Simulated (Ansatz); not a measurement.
Compare A (`[SH][Al]1[NH][SiH2][SiH2]1`) with its isomer B (`[SiH3][SiH]1[NH][AlH][S]1`).

Gas-phase electronic energies from Ansatz, PBE0-D4/def2-TZVP geometries. CCSD(T)/CBS adds triple-zeta CCSD(T) − MP2 to the extrapolated MP2 energy (def2 sets, frozen cores). Functionals use def2-TZVPP. B3LYP here is the variant with VWN-RPA as its local correlation; programs differ in this. One conformer a species, not always the lowest.

A:

```xyz
11

S    -0.6628   -0.1049    3.3596
Al   -0.2089   -0.0383    1.2240
N    -1.4346   -0.0558   -0.0783
Si   -0.5395    0.0169   -1.5757
Si    1.5330    0.0695   -0.4548
H     0.6390   -0.0572    3.6915
H    -2.4427   -0.0963   -0.0563
H    -0.7643   -1.1716   -2.4489
H    -0.8571    1.2271   -2.3879
H     2.4149   -1.1093   -0.6648
H     2.3231    1.3199   -0.6086
```

B:

```xyz
11

Si    1.034   -1.585    0.803
Si   -0.464    0.204    0.616
N     0.089    1.505   -0.392
Al   -1.155    1.333   -1.655
S    -2.140   -0.335   -0.637
H     0.405   -2.725    1.525
H     1.439   -2.033   -0.557
H     2.258   -1.177    1.551
H    -0.931    0.640    1.964
H     0.893    2.083   -0.215
H    -1.428    2.090   -3.004
```

Q: Which isomer does CCSD(T)/CBS put lower? Give the gap. (Estimate.)

A: The calculation gave: B, by 15.0 kcal/mol.

Q: Give E(B) − E(A) in kcal/mol with ωB97M-V, HF/def2-TZVPP, B3LYP-D4, PBE-D4, B2PLYP, PBE0-D4, r2SCAN-D4. (Estimate.)

A: Computed: ωB97M-V -15.7, HF/def2-TZVPP -17.7, B3LYP-D4 -14.9, PBE-D4 -11.9, B2PLYP -14.7, PBE0-D4 -13.3, r2SCAN-D4 -14.2. None reverses the order clearly.

Largest T1 diagnostic: 0.014.

From PBE to PBE0 (25 % exact exchange), in def2-TZVPP and without D4, E(B) − E(A) moves by −1.5 kcal/mol. The D4 term adds −1.3 kcal/mol with B3LYP and −0.6 kcal/mol with PBE0; it sums over pairs of atoms, weighted by their polarisabilities, and B3LYP, whose exchange is more repulsive, gets the larger term.
